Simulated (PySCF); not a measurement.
Spectrum to structure. Method: PySCF 2.14.0, density-fitted response routines, TDDFT CAM-B3LYP/def2-SVPD, vertical, gas phase, core orbitals frozen in the response. Geometries: PBE0-D3(BJ)/def2-SVP, one conformer each.

| state | λ (nm) | f |
| --- | --- | --- |
| S1 | 287.7 | 0.025 |
| S2 | 255.2 | 0.0000 |
| S3 | 218.1 | 0.063 |
| S4 | 196.9 | 0.0053 |
| S5 | 189.2 | 0.027 |
| S6 | 170.3 | 0.0000 |
| S7 | 167.1 | 0.0025 |
| S8 | 163.3 | 0.0000 |
| S9 | 156.8 | 0.0043 |
| S10 | 155.2 | 0.0016 |

Triplets computed (Tamm–Dancoff): 2.64, 4.54, 4.58, 5.67 eV.

Problem. Which structure fits?
A. `c1cc2sccc2o1`
B. `C1S[SiH](OC=O)SC1`
C. `CB(C)CCS`
D. `O=S1(=O)C=CC=C1`

Solution. D. Its S1, at 4.31 eV, is the lowest among the candidates; the nearest of the others has S1 at 5.18 eV. S1 is HOMO→LUMO (98%). Löwdin shares by element: HOMO carbon 80% (atoms not listed hold the other 20%); LUMO carbon 76% (atoms not listed hold the other 24%). At the same level the other candidates give, for their lowest levels:
- `c1cc2sccc2o1`: 239 nm (f 0.269); 219 nm (f 0.107); 215 nm (f 0.000); 206 nm (f 0.000); 200 nm (f 0.015); T1 3.37 eV; HOMO -7.49, LUMO 0.37 eV
- `O=CO[SiH]1SCCS1`: 227 nm (f 0.002); 218 nm (f 0.004); 213 nm (f 0.001); 190 nm (f 0.026); 187 nm (f 0.006); T1 5.06 eV; HOMO -8.62, LUMO 0.35 eV
- `CB(C)CCS`: 229 nm (f 0.008); 204 nm (f 0.001); 201 nm (f 0.032); 189 nm (f 0.000); 181 nm (f 0.018); T1 5.01 eV; HOMO -8.05, LUMO 0.62 eV
